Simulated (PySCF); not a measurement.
PySCF input for AsH₂, SMILES [AsH2], multiplicity 2, PBE0-D3(BJ)/def2-TZVPD. 

```python
import numpy as np
from pyscf import gto, scf, dft
from pyscf.geomopt import geometric_solver

mol = gto.M(
    atom='''
    As    0.00000000    0.00000002    0.06140383
    H    -0.00000000   -1.05254824   -1.01316289
    H    -0.00000000    1.05254751   -1.01316363
    ''',
    basis='def2-TZVPD',
    charge=0,
    spin=1,
    max_memory=1600,
    verbose=3,
)
mf = dft.UKS(mol, xc='pbe0').density_fit(auxbasis='def2-universal-jkfit')
mf.disp = 'd3bj'
mf.grids.level = 3
mf.conv_tol = 1e-9
mf.max_cycle = 100
mf.kernel()
fine, coarse = mf.grids, dft.Grids(mol).set(level=1).build(with_non0tab=True)
for _ in range(3):  # follow internal instabilities
    mf.grids = coarse
    mo, _, stable, _ = mf.stability(return_status=True, nroots=4)
    mf.grids = fine
    if stable:
        break
    mf.kernel(mf.make_rdm1(mo, mf.mo_occ))
grad = mf.nuc_grad_method()
grad.grid_response = mol.nao <= 150
conv, mol_eq = geometric_solver.kernel(grad, convergence_set='GAU_TIGHT', maxsteps=100)
print(mol_eq.tostring(format='xyz'))
mf.reset(mol_eq)
mf.kernel()
```

Program output:

```

WARN: HOMO -0.21057092314599 >= LUMO -0.210570923145991

converged SCF energy = -2236.76251933112  <S^2> = 0.75497558  2S+1 = 2.0049694
<class 'pyscf.df.df_jk.DFUKS'> wavefunction is stable in the internal stability analysis
[banner and settings of the optimiser left out]
Geometry optimization cycle 1
Cartesian coordinates (Angstrom)
 Atom        New coordinates             dX        dY        dZ
  As   0.000000   0.000000   0.061404    0.000000  0.000000  0.000000
   H   0.000000  -1.052548  -1.013163    0.000000  0.000000  0.000000
   H   0.000000   1.052548  -1.013164    0.000000  0.000000  0.000000

WARN: Mole.unit (angstrom) is changed to Bohr

converged SCF energy = -2236.76251933112  <S^2> = 0.75497564  2S+1 = 2.0049695
--------------- DFUKS_Scanner gradients ---------------
         x                y                z
0 As     0.0000000000    -0.0000000004    -0.0088526818
1 H     0.0000000000     0.0073540789     0.0044263369
2 H     0.0000000000    -0.0073540785     0.0044263449
----------------------------------------------
cycle 1: E = -2236.76251933  dE = -2236.76  norm(grad) = 0.015024
Step    0 : Gradient = 8.674e-03/8.853e-03 (rms/max) Energy = -2236.7625193311
Hessian Eigenvalues: 5.00000e-02 5.00000e-02 5.00000e-02 ... 1.60000e-01 1.66800e-01 1.66800e-01

Geometry optimization cycle 2
Cartesian coordinates (Angstrom)
 Atom        New coordinates             dX        dY        dZ
  As  -0.000000   0.000000   0.060148   -0.000000 -0.000000 -0.001256
   H  -0.000000  -1.091738  -1.012535   -0.000000 -0.039189  0.000628
   H  -0.000000   1.091737  -1.012536   -0.000000  0.039189  0.000628
converged SCF energy = -2236.7629526696  <S^2> = 0.75504054  2S+1 = 2.0050342
--------------- DFUKS_Scanner gradients ---------------
         x                y                z
0 As     0.0000000000     0.0000000002     0.0016507514
1 H     0.0000000000    -0.0012114868    -0.0008253751
2 H    -0.0000000000     0.0012114865    -0.0008253763
----------------------------------------------
cycle 2: E = -2236.76295267  dE = -0.000433338  norm(grad) = 0.00265007
Step    1 : Displace = 3.201e-02/3.919e-02 (rms/max) Trust = 1.000e-01 (=) Grad = 1.530e-03/1.651e-03 (rms/max) E (change) = -2236.7629526696 (-4.333e-04) Quality = 0.816
Hessian Eigenvalues: 5.00000e-02 5.00000e-02 5.00000e-02 ... 1.60303e-01 1.66800e-01 1.93524e-01

Geometry optimization cycle 3
Cartesian coordinates (Angstrom)
 Atom        New coordinates             dX        dY        dZ
  As  -0.000000   0.000000   0.059776   -0.000000  0.000000 -0.000372
   H  -0.000000  -1.086774  -1.012349   -0.000000  0.004964  0.000186
   H  -0.000000   1.086773  -1.012350   -0.000000 -0.004964  0.000186
converged SCF energy = -2236.76296555124  <S^2> = 0.75503002  2S+1 = 2.0050237
--------------- DFUKS_Scanner gradients ---------------
         x                y                z
0 As     0.0000000000    -0.0000000000     0.0001033520
1 H    -0.0000000000    -0.0000602235    -0.0000516759
2 H     0.0000000000     0.0000602236    -0.0000516761
----------------------------------------------
cycle 3: E = -2236.76296555  dE = -1.28816e-05  norm(grad) = 0.000152565
Step    2 : Displace = 4.061e-03/4.967e-03 (rms/max) Trust = 1.414e-01 (+) Grad = 8.808e-05/1.034e-04 (rms/max) E (change) = -2236.7629655512 (-1.288e-05) Quality = 1.053
Hessian Eigenvalues: 5.00000e-02 5.00000e-02 5.00000e-02 ... 1.60468e-01 1.66800e-01 1.83528e-01

Geometry optimization cycle 4
Cartesian coordinates (Angstrom)
 Atom        New coordinates             dX        dY        dZ
  As  -0.000000   0.000000   0.059693   -0.000000 -0.000000 -0.000083
   H  -0.000000  -1.086573  -1.012307   -0.000000  0.000201  0.000041
   H  -0.000000   1.086572  -1.012308   -0.000000 -0.000201  0.000041
converged SCF energy = -2236.76296558603  <S^2> = 0.75502932  2S+1 = 2.005023
--------------- DFUKS_Scanner gradients ---------------
         x                y                z
0 As    -0.0000000000     0.0000000000    -0.0000002055
1 H    -0.0000000000     0.0000006435     0.0000001028
2 H    -0.0000000000    -0.0000006435     0.0000001027
----------------------------------------------
cycle 4: E = -2236.76296559  dE = -3.47864e-08  norm(grad) = 9.44226e-07
Step    3 : Displace = 1.745e-04/2.055e-04 (rms/max) Trust = 2.000e-01 (+) Grad = 5.451e-07/6.517e-07 (rms/max) E (change) = -2236.7629655860 (-3.479e-08) Quality = 0.992
Hessian Eigenvalues: 5.00000e-02 5.00000e-02 5.00000e-02 ... 1.59852e-01 1.66800e-01 1.85648e-01

Geometry optimization cycle 5
Cartesian coordinates (Angstrom)
 Atom        New coordinates             dX        dY        dZ
  As   0.000000   0.000000   0.059691    0.000000 -0.000000 -0.000002
   H   0.000000  -1.086577  -1.012307    0.000000 -0.000004  0.000001
   H   0.000000   1.086577  -1.012307    0.000000  0.000004  0.000001
converged SCF energy = -2236.76296558603  <S^2> = 0.75502931  2S+1 = 2.005023
--------------- DFUKS_Scanner gradients ---------------
         x                y                z
0 As     0.0000000000     0.0000000000    -0.0000000356
1 H    -0.0000000000     0.0000000145     0.0000000178
2 H    -0.0000000000    -0.0000000145     0.0000000178
----------------------------------------------
cycle 5: E = -2236.76296559  dE = -8.18545e-12  norm(grad) = 4.81719e-08
Step    4 : Displace = 3.841e-06/4.553e-06 (rms/max) Trust = 2.828e-01 (+) Grad = 2.781e-08/3.560e-08 (rms/max) E (change) = -2236.7629655860 (-8.185e-12) Quality = 1.652
Hessian Eigenvalues: 5.00000e-02 5.00000e-02 5.00000e-02 ... 1.59852e-01 1.66800e-01 1.85648e-01
Converged! =D

3
XYZ from PySCF
As          0.00000000        0.00000002        0.05969133
H           0.00000000       -1.08657728       -1.01230663
H           0.00000000        1.08657656       -1.01230739
converged SCF energy = -2236.76296558602  <S^2> = 0.7550292  2S+1 = 2.0050229
```

Self-consistency was reached.

Cost: about 16 core-seconds (a rough figure).
